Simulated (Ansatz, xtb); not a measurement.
CH5ClInSi: which of two conformers lies lower

Structure X is `C[SiH2][In][Cl]`, a doublet and structure Y is `C[SiH2][In][Cl]`, a doublet. Both are isolated molecules in the gas phase, relaxed with PBE0-D3(BJ)/def2-SVP.

X (Å):

```xyz
9

C    -0.0692   -0.6166   -0.0930
Cl   -2.4415    2.1469    1.3674
In   -0.0993    2.6982    1.6095
Si    1.0894    0.8600    0.0199
H    -0.1021   -1.1567    0.8648
H    -1.0890   -0.2730   -0.3217
H     0.2611   -1.3163   -0.8770
H     2.4401    0.4980    0.5520
H     1.2674    1.5383   -1.3039
```

Y (Å):

```yaml
atoms:
  - { symbol: C, position_ang: [-0.5990, -0.1159, 0.3248] }
  - { symbol: Cl, position_ang: [4.3202, -1.0806, 3.2886] }
  - { symbol: In, position_ang: [2.5773, 0.2946, 2.3641] }
  - { symbol: Si, position_ang: [0.7599, -1.2049, 1.0397] }
  - { symbol: H, position_ang: [-1.3382, -0.7293, -0.2144] }
  - { symbol: H, position_ang: [-0.1838, 0.6194, -0.3807] }
  - { symbol: H, position_ang: [-1.1242, 0.4319, 1.1216] }
  - { symbol: H, position_ang: [1.4897, -1.9417, -0.0405] }
  - { symbol: H, position_ang: [0.2040, -2.1979, 2.0130] }
```

Question: Estimate E(Y) − E(X) at the level CCSD(T)/def2-SVP + ΔMP2/def2-TZVPP.

Answer: Too close to call at this level: CCSD(T)/def2-SVP + ΔMP2/def2-TZVPP gives E(Y) − E(X) = +2.68 kJ/mol.

The same difference at several levels:

| level | geometry | E(Y) − E(X) (kJ/mol) | departure from the last row (kJ/mol) | job, with rough time for the two |
| --- | --- | --- | --- | --- |
| PBE0-D3(BJ)/def2-SVP | PBE0-D3(BJ)/def2-SVP | +3.33 | +0.66 | optimisation, 3 min |
| HF/def2-SVP | PBE0-D3(BJ)/def2-SVP | −0.27 | −2.95 | part of the CCSD(T) run |
| MP2/def2-SVP | PBE0-D3(BJ)/def2-SVP | +1.02 | −1.66 | part of the CCSD(T) run |
| CCSD(T)/def2-SVP | PBE0-D3(BJ)/def2-SVP | +1.22 | −1.46 | single point |
| CCSD(T)/def2-SVP + ΔMP2/def2-TZVPP | PBE0-D3(BJ)/def2-SVP | +2.68 |  | single point, 83 s |

The largest departure from CCSD(T)/def2-SVP + ΔMP2/def2-TZVPP is that of HF/def2-SVP, 2.95 kJ/mol. Levels run at GFN2-xTB geometries aren't shown. The last row adds to CCSD(T) the change of the MP2 difference between the two basis sets, here +1.46 kJ/mol.

With harmonic frequencies from PBE0-D3(BJ)/def2-SVP (ideal gas, rigid rotor, one conformer each, 298.15 K, 1 atm): on the last row, ΔE + ΔZPE = +2.32 kJ/mol. A mode under 50 cm⁻¹ makes harmonic enthalpies and free energies unreliable, so none is given.

Open shells are spin-unrestricted. The correlated steps freeze 15 core orbitals; the filled d shell of In is correlated, in a basis made for valence electrons. Atoms past krypton carry core potentials in the def2 sets and no spin–orbit term is included. Run with Ansatz 0.2.0; the last row on 2 threads of Arm Neoverse V2 on a shared host.
